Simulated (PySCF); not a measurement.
# Tb(IV) with more and more NH2

Computed with PySCF 2.14.0, PBE0, def2-SVP on the ligands, density fitting, scalar-relativistic core potentials, no spin-orbit coupling, vacuum. The metal has lcecp-2-SVP with ECP53. Each complex is relaxed within the symmetry of its template. Distances are means of the shortest metal–ligand contacts, charges and spins Mulliken's; removal energies are rigid, with the ligand's formal charge and no counterpoise, so too large; for an anion taken off a cation in vacuum most of it is the attraction of opposite charges, and multiply charged cations can part far more cheaply with an electron moved from ligand to metal. lcecp potentials hold a fixed number of 4f electrons in the core, out of states, spins and gaps.

(1) Order these by the metal–ligand distance, lowest first.
A. [Tb(NH2)3]+
B. Tb(NH2)4
C. [Tb(NH2)2]2+

(2) What else do they give?

Moved off a saddle point of the template and relaxed again: [Tb(NH2)2]2+, [Tb(NH2)3]+, Tb(NH2)4. One start shape was tried for each, so a minimum needn't be the lowest isomer. Oxidation states forced by the potential, rare, strongly oxidising or of another configuration in reality: [Tb(NH2)2]2+, [Tb(NH2)3]+, Tb(NH2)4.

Answers

(1) C (1.965), A (2.039), B (2.110).

(2) 
| complex | point group | M–NH2 (Å) | charge on M (e) | removal of one NH2 (eV) | strongest infrared band, degenerate modes summed (cm⁻¹) | unstable modes (below −25 cm⁻¹) |
| --- | --- | --- | --- | --- | --- | --- |
| [Tb(NH2)2]2+ | C2v | 1.965 | 1.66 | 26.87 | 3385 | 0 |
| [Tb(NH2)3]+ | C3v | 2.039 | 1.25 | 17.87 | 3517 | 0 |
| Tb(NH2)4 | S4 | 2.110 | 0.98 | 11.29 | – | not given |
